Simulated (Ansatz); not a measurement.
Worked example: InHCl2 + GeHCl2 → InHCl + GeHCl3

Species: InHCl2 `[Cl][InH][Cl]`, singlet; GeHCl2 `[Cl][GeH][Cl]`, doublet; InHCl `[Cl][InH]`, doublet; GeHCl3 `[Cl][GeH]([Cl])[Cl]`, singlet. A radical takes Cl: the energy is the difference in strength between the In–Cl bond broken and the Ge–Cl bond made.

Shapes, held fixed at every level: PBE0-D4/def2-TZVP. Programs: Ansatz 0.2.0. The zero-point and thermal change to 298 K, harmonic and unscaled (PBE0-D4/def2-TZVP), is -0.5 kJ/mol.

At CCSD(T)/def2-TZVPP; 1 Eh = 2625.50 kJ/mol:

```
species   energy (Eh)
 InHCl2  -1109.633510
 GeHCl2  -2995.701345
  InHCl   -649.823423
 GeHCl3  -3455.517659
```

Question: Work out ΔH(298 K) of the reaction at this level.

Answer: 
1. Products less reactants: (-649.823423) + (-3455.517659) − [(-1109.633510) + (-2995.701345)] = -0.006227 Eh = -16.3 kJ/mol.
2. With the thermal change: -16.3 + (-0.5) = -16.8 kJ/mol.

Other levels give -18.8 (MP2/def2-TZVPP) to -9.3 kJ/mol (HF/def2-SVP). No measured value is set beside it here. Open shells run unrestricted. For atoms past krypton def2 sets carry core potentials with scalar relativity. Relativity is left out for Ge. Outer-core shells of Ge, In are correlated in most correlated rows, in sets that cover them unevenly.
